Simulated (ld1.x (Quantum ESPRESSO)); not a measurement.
# hafnium: TM pseudisation with PBEsol, scalar-relativistic reference atom.

ld1.x (Quantum ESPRESSO) 7.5 input, shortened:

```
&input
   title='Hf', zed=72., rel=1, dft='PBESOL', iswitch=3,
   config='[Xe] 4f14 5d2 6s2 6p0'
 /
 &inputp
   pseudotype=2, tm=.true., lloc=-1, rcloc=1.65,
   nlcc=.false.
 /
3
5S  1  0   2.00   0.00  1.45  1.45  0.0
5P  2  1   6.00   0.00  1.60  1.60  0.0
5D  3  2   2.00   0.00  1.90  1.90  0.0
 &test
   configts(1)='5s2 5p6 5d2 6s2 6p0'
 /
```

Occupied shells without a wave of their own: 6s. They enter only through the test configuration that unscreens the potential.

Poles of the logarithmic derivatives, all-electron (AE) and pseudo (PS). s: poles at -4.6 (AE) and -4.6 (PS) Ry. p: poles at -1.8 (AE) and -1.8 (PS) Ry. d: poles at 2.1 (AE) and 2.1 (PS) Ry. Test radius 2.05 bohr.

- Cutoffs needed: 80 Ry and 120 Ry (the cutoffs (Ry, on a coarse ladder) from which the occupation-weighted sum of valence levels, in a spherical-Bessel basis at the reference potential, stays within 10 and 1 mRy of its value at 400 Ry)
- Ghost test: no extra level below or beside the all-electron valence levels (s, p, d, f tested) (spherical-Bessel basis up to 400 Ry, 20 bohr box)
- Largest excitation error: +52 meV (all-electron minus pseudo) for 5s2 5p6 5d2 6s0 6p2, out of 7 test configurations
